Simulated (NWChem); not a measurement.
**Atomisation of CCl2**

```
C
Cl 1 1.7356
Cl 1 1.7356 2 109.42
```
Charge 0, spin multiplicity 1.

The numbers come from NWChem runs, not from measurements. Structure: optimised with B3LYP/def2-SVP, a minimum by its harmonic frequencies.

Basis set: def2-TZVP. The atomisation energy is electronic alone: no zero-point, thermal, spin-orbit or counterpoise terms. No value is extrapolated to the basis-set limit. Free atoms are single determinants with multiplicities Cl 2, C 3. Correlated methods freeze the same cores in atoms and molecule, 11 orbitals in all.

B3LYP has NWChem's definition, with VWN1-RPA local correlation. The structure started from a generated list of species. The stability of the SCF solutions was not checked. Open-shell Hartree-Fock references start from PBE0 orbitals. Coupled-cluster values serve here as a point of comparison, not as the truth.

Problem. For the atomisation energy, B3LYP gives 171.3 kcal/mol and HF gives 91.5 kcal/mol. What do PBE0, BLYP, BHandHLYP give?

Solution. PBE0: 180.0 kcal/mol; BLYP: 178.2 kcal/mol; BHandHLYP: 154.4 kcal/mol.
